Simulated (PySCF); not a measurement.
# Ti⁺ (titanium, charge +1): UHF calculation

Configuration: [Ar] 3d2 4s1, high-spin 4F determinant. Calculation: PySCF 2.14, in cc-pVTZ-DK (7s6p4d2f1g, 68 functions); scalar relativity by spin-free X2C-1e.

| Property | Result |
| --- | --- |
| Total energy | -852.543294 hartree |
| One-electron energy | -1162.8660 hartree |
| Hartree (Coulomb) energy | 351.6269 hartree |
| Exchange energy | -41.3042 hartree |
| ⟨S²⟩ | 3.7526 |
| ⟨L²⟩ | 12.037 |
| Sum of ⟨r⟩ | 17.24 bohr |
| Sum of ⟨r²⟩ | 29.10 bohr² |
| Langevin diamagnetic susceptibility | -23.0 ×10⁻⁶ cm³/mol |
| Time after the integrals | 0.77 s of wall time on 1 thread of Neoverse-N1 (shared host) |

| shell | electrons | mean orbital energy (hartree) | rms radius, mean of both spins (bohr) |
| --- | --- | --- | --- |
| 1s α | 1 | -184.66297 | 0.0804 |
| 1s β | 1 | -184.65994 | 0.0804 |
| 2s α | 1 | -21.93108 | 0.350 |
| 2s β | 1 | -21.89355 | 0.350 |
| 2p α | 3 | -18.09858 | 0.320 |
| 2p β | 3 | -18.06383 | 0.320 |
| 3s α | 1 | -3.23579 | 1.08 |
| 3s β | 1 | -3.09563 | 1.08 |
| 3p α | 3 | -2.14235 | 1.18 |
| 3p β | 3 | -1.97882 | 1.18 |
| 3d α | 2 | -0.70596 | 1.63 |
| 4s α | 1 | -0.47898 | 3.49 |

Densities and radii are taken from the X2C orbitals without a picture-change correction, which distorts them close to the nucleus.
